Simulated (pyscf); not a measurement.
**HN=Si(F)–Cl, singlet**

Gas-phase minimum from PySCF at ωB97X-D3(BJ)/def2-SVP, one conformer. 

SMILES: N=[Si](F)Cl
```xyz
5

N      1.3552    -0.1652     0.2659
Si     0.0581     0.1197    -0.5759
F     -0.3492     1.6121    -0.9870
Cl    -1.3920    -1.0587    -1.3615
H      1.6626    -1.0881     0.5545
```
Charge 0, spin multiplicity 1.

Bonds (Å): N1–Si2 1.572, N1–H5 1.015, Si2–F3 1.601, Si2–Cl4 2.027. Bond angles (°): Si2–N1–H5 124.5, N1–Si2–F3 121.1, N1–Si2–Cl4 133.8, F3–Si2–Cl4 105.1.

Properties at ωB97X-D3(BJ)/def2-SVP:

```yaml
harmonic_wavenumbers_unscaled: 240, 286, 312, 529, 569, 595, 920, 1264, 3695 cm⁻¹
zero_point_energy: 12.0 kcal/mol
rotational_symmetry_number: 1
Entropy of this conformer at 298 K and 1 atm, rigid rotor and harmonic oscillator, modes under 100 cm⁻¹ raised to 100: 301.3 J/(mol K)
dipole_moment: 1.91 D
```

Single-point totals, which compare only within one level (frozen core for MP2 and CC):

| level | total energy (hartree) |
|---|---|
| ωB97X-D3(BJ)/def2-TZVP | -905.10808 |
| PBE/def2-TZVP | -904.57698 |
| r²SCAN/def2-TZVP | -904.94393 |
| B3LYP-D3(BJ)/def2-TZVP | -905.10804 |
| PBE0-D3(BJ)/def2-TZVP | -904.63786 |
| M06-2X/def2-TZVP | -904.97814 |
| ωB97M-D3(BJ)/def2-TZVP | -905.19323 |
| HF/def2-TZVPP | -903.07581 |
| MP2/def2-TZVPP | -903.83150 |
| CCSD/def2-TZVPP | -903.84996 |
| CCSD(T)/def2-TZVPP | -903.88217 |

The CCSD(T) − MP2 part came from Ansatz, without density fitting, on the same reference.
